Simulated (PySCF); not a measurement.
# Trend along group 15: MS anions

r²SCAN with double-zeta basis sets in PySCF, for the lowest determinant that a PBE0 search found; no spin–orbit coupling. De refers to high-spin ground-configuration atoms (the charge goes to the atom of lower measured ionisation energy or higher electron affinity, which is not always the lowest computed limit). A positive dipole points towards S; it is taken about the centre of mass and depends on that origin.

```tsv
M	basis	charged atom	state (unpaired electrons)	Re (Å)	ωe (cm⁻¹)	De (eV)	μ (D)
N	aug-cc-pV(D+d)Z/aug-cc-pVDZ	S−	triplet (π ↑↑)	1.602	930	4.11	1.14
P	def2-SVPD	S−	triplet (π ↑↑)	2.030	599	3.90	-0.27
Sb	def2-SVPD	S−	triplet (π ↑↑)	2.350	404	3.23	-4.05
Bi	aug-cc-pVDZ-PP/aug-cc-pV(D+d)Z	S−	triplet (π ↑↑)	2.433	366	2.96	-5.30
```

Task: By what factor does the harmonic wavenumber vary along the series?

Result: At r²SCAN it runs from 366 cm⁻¹ (BiS⁻) to 930 cm⁻¹ (SN⁻), a factor of 2.54.

The rows differ in basis set, which adds steps of its own.

Down a group the atoms grow and get heavier, so bonds lengthen and wavenumbers fall; this series shows no clear exception.

These are scalar-relativistic numbers at best; spin–orbit coupling would shift them, the dissociation energy most. For an ion De counts to the pair picked by the measured ionisation energies or electron affinities, which need not be the lowest pair at this level. The highest Kohn–Sham level is positive in some of these anions. Much of that is self-interaction error, but it also means that the finite basis helps to hold the extra electron. States were picked by a PBE0 search and need not be the measured ground states.
